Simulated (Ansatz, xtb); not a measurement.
# CH11GeNSi2: which of two isomers lies lower

We compare I, `CN([SiH3])[SiH2][GeH3]`, a singlet, with II, `C[SiH2][N]([SiH3])[GeH3]`, a singlet. Both are isolated molecules in the gas phase, relaxed with B3LYP/def2-SVP; each stands in its lowest conformer found.

Task: Which of the two would you expect CCSD(T)/def2-SVP + ΔMP2/def2-TZVPP electronic energies to favour?

Result: Structure II; the calculation gives E(II) − E(I) = −88.4 kJ/mol.

How the difference moves with the method:

```
                             level        geometry  E(II) − E(I) (kJ/mol)  departure from the last row (kJ/mol)  job, with rough time for the two
                          GFN2-xTB        GFN2-xTB                   +12.1                                +100.6              optimisation, 0.27 s
                         HF/STO-3G        GFN2-xTB                   −70.7                                 +17.7              single point, 0.68 s
                r2SCAN-D4/def2-SVP        GFN2-xTB                   −77.5                                 +10.9               single point, 7.2 s
                    B3LYP/def2-SVP  B3LYP/def2-SVP                   −68.3                                 +20.1             optimisation, 3.5 min
                       HF/def2-SVP  B3LYP/def2-SVP                   −86.7                                  +1.8           part of the CCSD(T) run
                      MP2/def2-SVP  B3LYP/def2-SVP                   −87.5                                  +0.9           part of the CCSD(T) run
                  CCSD(T)/def2-SVP  B3LYP/def2-SVP                   −78.4                                 +10.0                      single point
CCSD(T)/def2-SVP + ΔMP2/def2-TZVPP  B3LYP/def2-SVP                   −88.4                                                   single point, 2.1 min
```

As drawn, II has 1 C–Si, 1 Ge–N in place of 1 C–N, 1 Ge–Si.

GFN2-xTB puts the two in the other order. The largest departure from CCSD(T)/def2-SVP + ΔMP2/def2-TZVPP is that of GFN2-xTB, 100.6 kJ/mol. The last row adds to CCSD(T) the change of the MP2 difference between the two basis sets, here −10.0 kJ/mol.

With thermal terms from frequencies at re-optimised GFN2-xTB minima (ideal gas, soft modes damped towards free rotors, one conformer each, 298.15 K, 1 atm): the zero-point term adds −4.3 kJ/mol; ΔH is −92.3 and ΔG −93.6 kJ/mol.

The correlated steps freeze 21 core orbitals; the filled d shell of Ge is correlated, in a basis made for valence electrons. Run with Ansatz 0.2.0, xtb 6.7.1; the last row on 2 threads of Arm Neoverse V2 on a shared host.
